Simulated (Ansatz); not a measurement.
Results of the Gaussian-basis code of Ansatz.

Basis-set series for CH3F2NbO, SMILES `[CH3][Nb](=[O])([F])[F]`. Charge 0, multiplicity 1. Nb: def2 effective core potential. Geometry: relaxed with PBE0-D4/def2-TZVP.

```xyz
8

C    -0.578   -0.710    0.652
Nb    0.522    0.651   -0.574
O     0.594   -0.126   -2.068
F    -0.459    2.228   -0.729
F     2.240    0.821    0.131
H    -1.570   -0.881    0.223
H    -0.061   -1.673    0.699
H    -0.688   -0.310    1.665
```

```json
{"functional": "PBE0-D4", "basis": "def2-TZVPP", "functions": "222", "energy (Eh)": "-371.82782", "HOMO (eV)": "-9.00", "LUMO (eV)": "-2.20"}
{"functional": "PBE0-D4", "basis": "def2-QZVPP", "functions": "399", "energy (Eh)": "-371.84823", "HOMO (eV)": "-9.01", "LUMO (eV)": "-2.21"}
{"functional": "ωB97M-V", "basis": "def2-TZVPP", "functions": "222", "energy (Eh)": "-371.97175", "HOMO (eV)": "-11.28", "LUMO (eV)": "0.04"}
{"functional": "ωB97M-V", "basis": "def2-QZVPP", "functions": "399", "energy (Eh)": "-371.99127", "HOMO (eV)": "-11.29", "LUMO (eV)": "0.02"}
```

(1) Give the rows for def2-SVP. (An estimate is asked.)

## Answers

(1) The calculation gave: 
| functional | basis | functions | energy (Eh) | HOMO (eV) | LUMO (eV) |
| --- | --- | --- | --- | --- | --- |
| PBE0-D4 | def2-SVP | 102 | -371.42650 | -9.03 | -2.22 |
| ωB97M-V | def2-SVP | 102 | -371.55994 | -11.30 | 0.03 |

Positive LUMOs are unbound and depend on the basis.
